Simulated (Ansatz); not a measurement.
```yaml
crystal:
  periodic: [false, false, false]
  atoms:
    - {symbol: C, position_ang: [-2.307193, 1.343009, 3.121445]}
    - {symbol: O, position_ang: [0.498984, 0.455135, 2.099888]}
    - {symbol: C, position_ang: [0.769149, 0.643229, -0.887248]}
    - {symbol: O, position_ang: [-0.840522, -1.630095, -2.531819]}
    - {symbol: Si, position_ang: [2.766181, -2.144621, -2.923015]}
    - {symbol: H, position_ang: [-4.028248, -0.117056, 2.288427]}
    - {symbol: H, position_ang: [-2.249291, 1.235936, 5.514535]}
    - {symbol: H, position_ang: [-2.788946, 3.606726, 2.435996]}
    - {symbol: H, position_ang: [0.244665, 2.823142, -1.763439]}
    - {symbol: H, position_ang: [4.001878, -1.629811, -5.891683]}
    - {symbol: H, position_ang: [4.077008, -4.710774, -1.417763]}
basis:
  gaussian: {orbitals: aug-cc-pVDZ, point_charges: [{charge: -1.00, position_ang: [5.098, -0.348, 0.446]}]}
hamiltonian: {xc: {name: rPW86-PBE}}
accuracy: high
output: {forces: true}
```

```sh
$ ansatz run in.yaml --threads 4 --pin off --events-out ev --progress --plain --max-ram 10444MiB
```

Output, abridged:

```
Functional definition: rPW86-PBE
3647 factors; integrals over basis functions are off by at most 3.3e-8 eV
mean field evaluation 1: about -14023.0214 eV, gradient 1.4e2 eV
mean field evaluation 2: about -12341.1474 eV, gradient 3.0e2 eV
mean field evaluation 4: about -13734.9669 eV, gradient 2.1e2 eV
mean field evaluation 8: about -14111.9357 eV, gradient 1.7e1 eV
mean field evaluation 16: about -14121.6084 eV, gradient 5.0e0 eV
mean field evaluation 32: about -14121.8029 eV, gradient 4.7e-8 eV
mean field -14121.81813764 eV, -518.9672444461 hartree, gradient 2.7e-8 eV, S^2 0.000000; 11 other end points of the search recorded, 0 dependent functions left out
reference -14121.81816610 eV, -518.9672454919 hartree; 24, 24 occupied and 149, 149 virtual orbitals, 3647 factors
Total energy: -14121.81816610 eV, -518.9672454919 hartree
Atom 0 at    -2.307193     1.343009     3.121445 Å, force    -0.850842     0.261354     0.406400 eV/Å
Atom 1 at     0.498984     0.455135     2.099888 Å, force    -0.763256     0.367807    -0.848452 eV/Å
Atom 2 at     0.769149     0.643229    -0.887248 Å, force    -0.610820     0.961250     0.037757 eV/Å
Atom 3 at    -0.840522    -1.630095    -2.531819 Å, force     1.119713     0.441747     0.236028 eV/Å
Atom 4 at     2.766181    -2.144621    -2.923015 Å, force     0.191923    -0.206537     0.118590 eV/Å
Atom 5 at    -4.028248    -0.117056     2.288427 Å, force     1.291552     1.092997     0.625797 eV/Å
Atom 6 at    -2.249291     1.235936     5.514535 Å, force    -0.048980     0.081287    -1.828432 eV/Å
Atom 7 at    -2.788946     3.606726     2.435996 Å, force     0.357834    -1.673157     0.505130 eV/Å
Atom 8 at     0.244665     2.823142    -1.763439 Å, force     0.332506    -1.756211     0.739549 eV/Å
Atom 9 at     4.001878    -1.629811    -5.891683 Å, force    -0.397099    -0.171997     0.881136 eV/Å
Atom 10 at     4.077008    -4.710774    -1.417763 Å, force    -0.433181     0.739148    -0.482691 eV/Å
Dipole moment:     1.652417    -0.346125    -0.593336 e Å
```

(1) Something in this input is off. What?

Answers

(1) The geometry is stretched to more than twice its size. The run converged. The result belongs to that input, not to the molecule as meant.
